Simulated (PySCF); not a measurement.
# Excitation energy of Bi²⁺ by level of theory

Bi²⁺ [Xe] 4f14 5d10 6s2 6p1 (2P) → Bi²⁺ [Xe] 4f14 5d10 6s1 6p2 (4P), as a difference of total energies. Calculation: PySCF 2.14, in aug-cc-pVTZ-DK3 (9s8p6d3f, 84 functions); the spin-free X2C one-electron Hamiltonian (Gaussian nucleus). Correlated levels: valence: [Xe] 4f14 5d10 frozen. The calculations carry no spin-orbit coupling.

| method | excitation energy (eV) |
| --- | --- |
| UHF | 7.766 |
| MP2 (valence) | 8.349 |
| SCS-MP2 (valence) | 8.571 |
| CCSD (valence) | 8.516 |
| CCSD(T) (valence) | 8.524 |

Problem. How much does correlation contribute at CCSD(T) (valence)?

Solution. 8.524 − (7.766) = 0.758 eV, measured against UHF.

Spin-orbit coupling is strong in these open shells (close to jj coupling). The scalar numbers leave it out and a first-order estimate fails, so it can dominate the gap to the real levels.
